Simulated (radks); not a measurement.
The numbers below are computed, except where a source is named.
P, 15 electrons, occupied as [Ne] 3s2 3p3. Level of theory: scalar-relativistic Kohn-Sham, BP86, spin-polarised, spherical densities, finite nucleus; open shells are filled with parallel spins first; Fermi nuclear charge, rms radius 3.1889 fm (a radial shooting solver on a logarithmic mesh with Libxc functionals). Some entries of the table are withheld. Estimate them.

| orbital | occ. | eigenvalue (eV) | <r> (bohr) |
|---|---|---|---|
| 1s up | 1 | -2085.039 | 0.1036 |
| 1s down | 1 | -2084.741 | 0.1036 |
| 2s up | 1 | -173.8256 | 0.5198 |
| 2s down | 1 | -173.5221 | 0.5197 |
| 2p up | 3 | -124.3752 | 0.4855 |
| 2p down | 3 | -123.9585 | 0.4852 |
| 3s up | 1 | -14.8491 | 1.889 |
| 3s down | 1 | -12.2985 | 1.909 |
| 3p up | 3 | (1) | 2.324 |
| 3p down | 0 | (2) | 2.489 |

Answer. 
(1) 3p up eigenvalue (eV): -6.3147
(2) 3p down eigenvalue (eV): -3.9850
